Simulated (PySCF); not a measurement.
A calculated (BHandHLYP, PySCF 2.14, ANO-RCC-VTZP, the spin-free X2C one-electron Hamiltonian (Gaussian nucleus)) atom or ion has these occupied shells.

```tsv
shell	electrons	orbital energy (eV)	rms radius, mean of both spins (bohr)
1s α	1	-78496.6	0.0194
1s β	1	-78496.6	0.0194
2s α	1	-13886.9	0.0782
2s β	1	-13886.6	0.0782
2p α	3	-12089.1	0.0716
2p β	3	-12088.8	0.0716
3s α	1	-3316.1	0.200
3s β	1	-3315.9	0.200
3p α	3	-2785.3	0.202
3p β	3	-2785.1	0.202
3d α	5	-2184.9	0.184
3d β	5	-2184.6	0.184
4s α	1	-750.56	0.441
4s β	1	-750.08	0.441
4p α	3	-573.92	0.470
4p β	3	-573.50	0.470
4d α	5	-351.84	0.503
4d β	5	-351.27	0.503
5s α	1	-137.38	1.01
5s β	1	-134.26	1.01
4f α	7	-106.44	0.566
4f β	7	-105.95	0.566
5p α	3	-89.595	1.17
5p β	3	-85.541	1.17
5d α	5	-33.214	1.63
5d β	2	-30.972	1.63
6s α	1	-25.713	2.66
```

Name the element and its charge.

Pt²⁺ (platinum, charge +2), in [Xe] 4f14 5d7 6s1, high-spin 5F determinant (an excited configuration).
